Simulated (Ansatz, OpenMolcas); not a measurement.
SnNH4Cl (SMILES [NH2][SnH2][Cl]): methods side by side

SnNH4Cl: 7 atoms, total charge 0, spin state singlet. As SMILES, `[NH2][SnH2][Cl]`. The shape is that of a PBE0-D4/def2-TZVP optimisation. This is one conformer, not always the lowest.

| atom | x (Å) | y (Å) | z (Å) |
| --- | --- | --- | --- |
| N | -0.9728 | -0.0201 | -0.8352 |
| Sn | 0.5623 | 0.0414 | 0.4491 |
| Cl | 0.8464 | -2.1335 | 1.2510 |
| H | -1.8035 | 0.4855 | -0.5665 |
| H | -0.7564 | 0.1652 | -1.8030 |
| H | 0.1728 | 0.9768 | 1.8146 |
| H | 2.0124 | 0.4168 | -0.3557 |

Each level gives the energy change with the N1–H4 bond stretched from 1.009 to 1.312 Å (eV). The values are calculated.

| level | kind | program | value (eV) | less CCSD(T)/def2-SVP | CPU time (all runs) |
| --- | --- | --- | --- | --- | --- |
| r2SCAN/def2-SVP (core potential) (restricted) | meta-GGA | Ansatz | 1.11 | -0.01 | 9.8 s |
| B3LYP/def2-SVP (core potential) (restricted) | global hybrid | Ansatz | 1.10 | -0.02 | 6.1 s |
| BHLYP/def2-SVP (core potential) (restricted) | global hybrid | OpenMolcas | 1.24 | +0.12 | 52 s |
| M06-2X/def2-SVP (core potential) (restricted) | hybrid meta-GGA | OpenMolcas | 1.14 | +0.02 | 63 s |
| CAM-B3LYP/def2-SVP (core potential) (restricted) | range-separated hybrid | Ansatz | 1.13 | +0.01 | 7.1 s |
| wB97M-V/def2-SVP (core potential) (restricted) | range-separated hybrid | Ansatz | 1.14 | +0.02 | 50 s |
| wB97X/def2-SVP (core potential) (restricted) | range-separated hybrid | Ansatz | 1.17 | +0.05 | 21 s |
| CCSD(T)/def2-SVP (core potential) (restricted) | coupled cluster or CI | OpenMolcas | 1.12 | 0.00 | 1.9 min |

Differences are taken from CCSD(T)/def2-SVP (core potential) (restricted) for orientation; it has basis-set and higher-order errors of its own. The first shape isn't each level's own minimum. The values span 1.10 to 1.24 eV. In the correlated wave-function rows the outer d shell of Sn is correlated, in sets not made for it. Times are those of the runs behind each value, whatever else they computed, on shared processors of several kinds: orders of magnitude only.
